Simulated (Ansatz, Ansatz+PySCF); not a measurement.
```yaml
atoms:
  - { symbol: B, position_ang: [0.0000, 0.0000, 0.0000] }
  - { symbol: H, position_ang: [1.2065, 0.0000, 0.0000] }
  - { symbol: H, position_ang: [-0.6033, 1.0449, 0.0000] }
  - { symbol: H, position_ang: [-0.6033, -1.0449, 0.0000] }
```

Basis set: def2-SVP (spherical functions). Left uncorrelated: 1 orbital. Charge 0, multiplicity 1.

Computed with Ansatz (development build ahead of 0.2.0); each method stands on the lowest determinant of its kind that the runs found. Restricted open shells among the atoms or ions are ROHF, correlated in semicanonical orbitals with singles. Restricted functionals stand beside restricted open-shell atoms, which can lie above the unrestricted atoms usual in DFT and then raise those values.

The atomization energy at this shape (free ground-state atoms in the same class of orbitals less the molecule, no zero-point energy) of singlet BH3:

```tsv
method	atomization energy
ωB97X (restricted)	282.68 kcal/mol
ωB97X (unrestricted)	281.68 kcal/mol
r²SCAN (restricted)	283.35 kcal/mol
r²SCAN (unrestricted)	281.94 kcal/mol
PBE0 (unrestricted)	279.25 kcal/mol
PBE0 (restricted)	280.07 kcal/mol
PBE (restricted)	278.36 kcal/mol
PBE (unrestricted)	277.70 kcal/mol
RHF-MP2	269.00 kcal/mol
RHF	235.29 kcal/mol
UHF	233.42 kcal/mol
```

Q: What does RHF-CCSD(T) give?

A: 270.75 kcal/mol.
